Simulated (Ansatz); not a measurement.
Two members of one family (Series CdX2), computed with Ansatz in the gas phase; def2 core potentials for Cd, no spin–orbit coupling. The two geometries come from different levels. Binding counts from free atoms in the multiplicity of their measured ground term, without zero-point energy. A dash marks a value that wasn't run or was left out as unsound. The structures are stationary points that may keep the symmetry of their start.

First: CdF2 (singlet, charge 0, PBE0-D4/def2-TZVP geometry).

```
atom   x (Å)   y (Å)   z (Å)
 Cd1   0.000   0.000   0.000
  F2   1.560  -1.038   0.424
  F3  -1.560   1.038  -0.424
```

```
            level  HOMO (eV)  LUMO (eV)  gap (eV)  vertical IE (eV)  vertical triplet (eV)  binding per atom (eV)
  PBE-D4/def2-SVP      -7.65      -3.09      4.56                 –                      –                   2.40
 PBE-D4/def2-TZVP      -8.16      -3.37      4.79             12.09                   4.95                   2.38
 PBE0-D4/def2-SVP      -9.61      -2.15      7.46                 –                      –                   2.20
PBE0-D4/def2-TZVP     -10.07      -2.40      7.66             12.60                   5.56                   2.20
ωB97X-V/def2-TZVP     -12.57      -0.29     12.28                 –                      –                   2.34
```

Metal–donor distances: 2 × F 1.92 Å.

Second: CdH2 (singlet, charge 0, PBE-D4/def2-TZVP geometry).

```csv
atom,x (Å),y (Å),z (Å)
Cd1,0.000,0.000,0.000
H2,-0.056,-0.500,1.605
H3,0.056,0.500,-1.605
```

Problem. What does the change do? Estimate second minus first.

Solution. 
```json
{"level": "PBE-D4/def2-SVP", "Δ HOMO (eV)": "1.00", "Δ LUMO (eV)": "1.71", "Δ gap (eV)": "0.71", "Δ vertical IE (eV)": "–", "Δ vertical triplet (eV)": "–", "Δ binding per atom (eV)": "-1.12"}
{"level": "PBE-D4/def2-TZVP", "Δ HOMO (eV)": "1.48", "Δ LUMO (eV)": "1.98", "Δ gap (eV)": "0.50", "Δ vertical IE (eV)": "-1.93", "Δ vertical triplet (eV)": "0.37", "Δ binding per atom (eV)": "-1.10"}
{"level": "PBE0-D4/def2-SVP", "Δ HOMO (eV)": "1.84", "Δ LUMO (eV)": "1.43", "Δ gap (eV)": "-0.41", "Δ vertical IE (eV)": "–", "Δ vertical triplet (eV)": "–", "Δ binding per atom (eV)": "-0.90"}
{"level": "PBE0-D4/def2-TZVP", "Δ HOMO (eV)": "2.28", "Δ LUMO (eV)": "1.70", "Δ gap (eV)": "-0.58", "Δ vertical IE (eV)": "-2.37", "Δ vertical triplet (eV)": "-0.09", "Δ binding per atom (eV)": "-0.90"}
{"level": "ωB97X-V/def2-TZVP", "Δ HOMO (eV)": "2.43", "Δ LUMO (eV)": "1.27", "Δ gap (eV)": "-1.17", "Δ vertical IE (eV)": "–", "Δ vertical triplet (eV)": "–", "Δ binding per atom (eV)": "-0.94"}
```

Metal–donor distances: 2 × H 1.68 Å.
